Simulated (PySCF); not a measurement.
Point groups of optimised structures. Theory: PBE0/def2-SVPD in PySCF (dipole) on a GFN2-xTB geometry, gas phase. The symmetry is that of the one conformer found, every atom within 0.08 Å of its image; none is proved a minimum here.

(1) Point group, rotor type and polarity of `[CH3:1][O:2]/[C:3]([F:4])=[CH:5]/[CH:6]([F:7])[F:8]` with C1–O2–C3–F4 0°, C3–C5–C6–F7 122°, H–C1–O2–C3 -61° (nearest H)?

(2) `[CH3:1][CH2:2]/[CH:3]=[C:4](/[Cl:5])[C:6](=[O:7])[Cl:8]` with C1–C2–C3–C4 -100°, C3–C4–C6–O7 13°: symmetry, top, dipole?

(3) Point group, rotor type and polarity of `[CH:1]#[C:2][C:3]([CH3:4])=[O:5]` with H–C4–C3–C2 59° (nearest H)?

Answers

(1) Cs; near-prolate asymmetric top; symmetry number 1; 2 operations, which sort the 13 atoms into 11 sets; dipole 4.38 D, in the ab plane, which is the mirror; A, B, C = 5209, 920.4, 912.0 MHz; heavy atoms equivalent by symmetry: F7/F8.

(2) C1; asymmetric top; symmetry number 1; this conformer is chiral (no improper operation); dipole 3.18 D; A, B, C = 2049, 987.2, 701.1 MHz.

(3) Cs; asymmetric top; symmetry number 1; 2 operations, which sort the 9 atoms into 8 sets; dipole 3.17 D, in the ab plane, which is the mirror; A, B, C = 10194, 4134, 2996 MHz; heavy atoms equivalent by symmetry: none.
